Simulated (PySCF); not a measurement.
**M06-2X on Cl⁺ (chlorine, charge +1)**

Configuration: [Ne] 3s2 3p4, high-spin 3P determinant. Calculation: PySCF 2.14, in aug-cc-pCVQZ-DK; the spin-free X2C one-electron Hamiltonian (Gaussian nucleus).

- Total energy: -461.1018 hartree
- One-electron energy: -629.4377 hartree
- Hartree (Coulomb) energy: 196.3561 hartree
- Exchange-correlation energy: -28.0201 hartree
- ⟨S²⟩: 2.0039
- ⟨L²⟩: 2.014
- Sum of ⟨r⟩: 13.29 bohr
- Sum of ⟨r²⟩: 20.53 bohr²
- Traceless quadrupole moment −½Σ⟨3z² − r²⟩ along its main axis: -1.30 e·bohr²
- Langevin diamagnetic susceptibility: -16.3 ×10⁻⁶ cm³/mol
- Time after the integrals: of the order of 5 core-seconds

```json
{"shell": "1s α", "electrons": "1", "mean orbital energy (hartree)": "-103.54265", "spread (hartree)": "0", "rms radius, mean of both spins (bohr)": "0.105"}
{"shell": "1s β", "electrons": "1", "mean orbital energy (hartree)": "-103.51764", "spread (hartree)": "0", "rms radius, mean of both spins (bohr)": "0.105"}
{"shell": "2s α", "electrons": "1", "mean orbital energy (hartree)": "-10.38375", "spread (hartree)": "0", "rms radius, mean of both spins (bohr)": "0.482"}
{"shell": "2s β", "electrons": "1", "mean orbital energy (hartree)": "-10.37645", "spread (hartree)": "0", "rms radius, mean of both spins (bohr)": "0.482"}
{"shell": "2p α", "electrons": "3", "mean orbital energy (hartree)": "-8.05070", "spread (hartree)": "0.02302", "rms radius, mean of both spins (bohr)": "0.451"}
{"shell": "2p β", "electrons": "3", "mean orbital energy (hartree)": "-8.02343", "spread (hartree)": "0.00640", "rms radius, mean of both spins (bohr)": "0.451"}
{"shell": "3s α", "electrons": "1", "mean orbital energy (hartree)": "-1.39360", "spread (hartree)": "0", "rms radius, mean of both spins (bohr)": "1.61"}
{"shell": "3s β", "electrons": "1", "mean orbital energy (hartree)": "-1.24758", "spread (hartree)": "0", "rms radius, mean of both spins (bohr)": "1.61"}
{"shell": "3p α", "electrons": "3", "mean orbital energy (hartree)": "-0.85977", "spread (hartree)": "0.05188", "rms radius, mean of both spins (bohr)": "1.84"}
{"shell": "3p β", "electrons": "1", "mean orbital energy (hartree)": "-0.78356", "spread (hartree)": "0", "rms radius, mean of both spins (bohr)": "1.84"}
```

Densities and radii are taken from the X2C orbitals without a picture-change correction, which distorts them close to the nucleus.
